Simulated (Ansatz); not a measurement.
Single points on In₃N₃H₁₂, a cluster cut from zinc blende InN (hydrogen-capped).

```yaml
crystal:
  periodic: [false, false, false]
  atoms:
    - {symbol: In, position_ang: [-0.714596, -0.709248, 2.066264]}
    - {symbol: In, position_ang: [2.062691, -0.718118, -0.715672]}
    - {symbol: In, position_ang: [-0.709862, 2.065846, -0.714394]}
    - {symbol: N, position_ang: [-1.804722, 0.607741, 0.603659]}
    - {symbol: N, position_ang: [0.603854, 0.602105, -1.806965]}
    - {symbol: N, position_ang: [0.604696, -1.804620, 0.609542]}
    - {symbol: H, position_ang: [-1.897827, -1.890104, 2.581960]}
    - {symbol: H, position_ang: [0.320971, 0.327215, 2.995417]}
    - {symbol: H, position_ang: [2.571478, -1.904132, -1.896723]}
    - {symbol: H, position_ang: [2.997713, 0.317611, 0.315355]}
    - {symbol: H, position_ang: [-1.891205, 2.584403, -1.895870]}
    - {symbol: H, position_ang: [0.329012, 2.992302, 0.321129]}
    - {symbol: H, position_ang: [-2.440824, 0.033733, 0.029636]}
    - {symbol: H, position_ang: [-2.446616, 1.180649, 1.174411]}
    - {symbol: H, position_ang: [0.028240, 0.029241, -2.442658]}
    - {symbol: H, position_ang: [1.176570, 1.172605, -2.449260]}
    - {symbol: H, position_ang: [0.031779, -2.445425, 0.039673]}
    - {symbol: H, position_ang: [1.178658, -2.441814, 1.184507]}
basis:
  gaussian: {orbitals: STO-3G}
hamiltonian: {xc: hf}
scf: {omitted_lower_state_checks: [starts]}
output: {orbitals: {seedname: orbitals}}
```

The file start.molden holds the orbitals of an earlier run on this structure, at another level or in another basis.

```sh
$ ansatz run in.yaml --threads 4 --pin off --events-out ev --progress --plain --max-ram 4787MiB
```

Output, abridged:

```
Functional definition: HF
1491 factors; integrals over basis functions are off by at most 1.0e-4 eV
mean field evaluation 1: about -468497.7730 eV, gradient 2.0e1 eV
mean field evaluation 2: about -468497.8394 eV, gradient 2.0e1 eV
mean field evaluation 4: about -468499.8119 eV, gradient 2.2e0 eV
mean field evaluation 8: about -468499.8323 eV, gradient 1.0e-5 eV
mean field -468499.83225081 eV, -17217.0512746252 hartree, gradient 1.0e-5 eV, S^2 0.000000; 0 other end points of the search recorded, 0 dependent functions left out
reference -468499.83225081 eV, -17217.0512746252 hartree; 90, 90 occupied and 18, 18 virtual orbitals, 1491 factors
Total energy: -468499.83225081 eV, -17217.0512746252 hartree
Checks for a lower state left out: starts
```

It took 1.7 s on 4 threads of Arm Neoverse V2 on a shared host.

As the first input, with `gaussian: {orbitals: def2-TZVP, initial_orbitals: start.molden}`, `hamiltonian: {xc: pbe0, dispersion: d4}` (abridged; 9 s):

```
Functional definition: PBE0
mean field -20185.45530539 eV, -741.8018002799 hartree, gradient 8.1e-6 eV, S^2 0.000000
Total energy: -20185.92222845 eV, -741.8189593859 hartree
Checks for a lower state left out: starts
```

As the first input, with `gaussian: {orbitals: def2-SVP, initial_orbitals: start.molden}`, `hamiltonian: {xc: pbe, dispersion: d4}` (abridged; 2.2 s):

```
Functional definition: PBE
mean field -20178.81458337 eV, -741.5577582472 hartree, gradient 8.9e-5 eV, S^2 0.000000
Total energy: -20179.34791218 eV, -741.5773577194 hartree
Checks for a lower state left out: starts
```

First input, but with `gaussian: {orbitals: def2-TZVP, initial_orbitals: start.molden}`, `hamiltonian: {xc: lda}` (abridged; 2.8 s):

```
Functional definition: SPW92
mean field -20126.15701323 eV, -739.6226282369 hartree, gradient 1.2e-5 eV, S^2 0.000000
Total energy: -20126.15710785 eV, -739.6226317142 hartree
Checks for a lower state left out: starts
```

Geometry: PBE-D4/def2-SVP.

In the def2 sets In takes a core potential, while STO-3G treats all electrons; there is no spin–orbit coupling.
